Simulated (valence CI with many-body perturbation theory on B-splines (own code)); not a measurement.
## Hyperfine factors and g values of Cd¹⁷⁺

Computed by valence CI with perturbative core correlation (CI+MBPT): three valence electrons over a frozen Dirac-Fock core [Ar] 3d10, a basis of 11 s, 11 p, 10 d, 8 f, 5 g, 2 h functions for each j, with the one-electron correlation potential Σ1, the two-electron term Σ2, the three-electron term Σ3, Breit, model QED; selected CI, second order for the rest, scaled by the run's own slope (own B-spline code, finite nucleus).

No measured spectrum was set against this ion. As an estimate, levels hold to about 250 cm⁻¹ or 0.2 % of their energy and the worst to 1 %, as in measured heavy ions of charge 2 to 7; those with d or f electrons hold less well.

A/g_I is the dipole constant over the nuclear g factor μ/I (μ in nuclear magnetons, uniformly magnetised nucleus), B/Q the quadrupole constant per barn. Both hold the static response of the core; the bare values leave it out. Large factors of s and p1/2 electrons are usually good to 5 to 10 %; those of open d and f shells near neutrality can be off by tens of per cent, and small factors of p3/2, d and f electrons come from cancelling terms and can be off by a factor of two or in sign, in half-filled shells by more. B is blank for J = 1/2, where it vanishes, and for nearly pure S terms. Energies count from the lowest level.

Names give the largest LS component (configuration and term), which can be under half, so a name can repeat, a term be missing and a line seem to break the LS rules; names also repeat where a configuration has a term twice. Letters in brackets count levels of one name in rising energy.

```tsv
Level	E (cm⁻¹)	g	A/g_I (MHz)	A/g_I bare	B/Q (MHz/b)	B/Q bare
4s2 4p 2P°_1/2	0	0.664	51800	49100		
4s2 4p 2P°_3/2	68846	1.333	8810	8230	16300	15300
4s 4p2 4P_1/2	295000	2.567	129000	122000		
4s 4p2 4P_3/2	334540	1.714	44800	42400	13300	12500
4s 4p2 4P_5/2	358230	1.503	48500	45900	-6290	-5900
4s 4p2 2D_3/2	406200	0.855	-6680	-6310	19300	18200
4s 4p2 2D_5/2	432970	1.296	43600	41300	21000	19700
4s 4p2 2P_1/2	440930	1.185	17600	16700		
4s 4p2 2S_1/2	509330	1.583	151000	143000		
4s 4p2 2P_3/2	517320	1.294	-16900	-16000	-13900	-13100
4s2 4d 2D_3/2	637690	0.800	2180	2190	3570	3330
4s2 4d 2D_5/2	649400	1.200	3820	3710	4760	4430
4p3 4S°_3/2 [a]	733180	1.382	6460	6230	13000	12200
4p3 4S°_3/2 [b]	778530	1.428	-1370	-1160	283	265
4p3 2D°_5/2	783160	1.198	17700	16800	-2600	-2440
4p3 2P°_1/2	830370	0.664	49200	46400		
4s 4p 4d 4F°_3/2	868140	0.598	-13200	-12500	3280	3040
4p3 2P°_3/2	875000	1.155	2800	2710	-10600	-9960
4s 4p 4d 4F°_5/2	882700	1.045	21900	20800	3380	3130
4s 4p 4d 4F°_7/2	904830	1.250	27100	25800	4140	3820
4s 4p 4d 4P°_5/2	920420	1.462	28900	27500	4060	3760
4s 4p 4d 4D°_3/2	926990	1.369	17600	16900	3110	2910
4s 4p 4d 4D°_1/2	930260	0.335	-58000	-54800		
4s 4p 4d 4F°_9/2	943950	1.333	23700	22500	19900	18600
4s 4p 4d 2F°_5/2 [a]	962070	1.042	15000	14300	4320	4050
4s 4p 4d 2D°_3/2 [a]	966410	0.875	-17800	-16800	-2080	-1960
4s 4p 4d 4P°_1/2	973020	2.354	92500	87600		
4s 4p 4d 4D°_7/2	975530	1.398	27900	26500	-3990	-3750
4s 4p 4d 4D°_5/2	976310	1.319	27500	26100	-1790	-1660
4s 4p 4d 4P°_3/2	976410	1.495	35200	33500	-6070	-5660
4s 4p 4d 2D°_5/2 [a]	995020	1.189	31700	30100	-1300	-1250
4s 4p 4d 2F°_7/2 [a]	1031200	1.143	-1850	-1680	19600	18400
4s 4p 4d 2P°_3/2 [a]	1032900	1.148	572	584	-541	-524
4s 4p 4d 2F°_7/2 [b]	1053700	1.160	23000	21800	15900	14900
4s 4p 4d 2F°_5/2 [b]	1056000	0.879	-10900	-10300	14300	13300
4s 4p 4d 2P°_1/2 [a]	1069900	0.649	-62400	-58900		
4s 4p 4d 2P°_1/2 [b]	1079800	0.658	23200	22000		
4s 4p 4d 2D°_3/2 [b]	1092000	1.004	33400	31600	-6140	-5780
4s 4p 4d 2P°_3/2 [b]	1092500	1.273	4770	4730	-1590	-1510
4s 4p 4d 2D°_5/2 [b]	1097800	1.174	-10100	-9470	-10900	-10200
```

(1) Take the isotope of mass number 113, with I = 1/2, μ = -0.6213 μN. What is the hyperfine structure of 4s 4p2 4P_3/2?

Results:

(1) From the table A = -55600 MHz. Shifts from the centre of gravity in MHz: F = 1: 69500, F = 2: -41700.
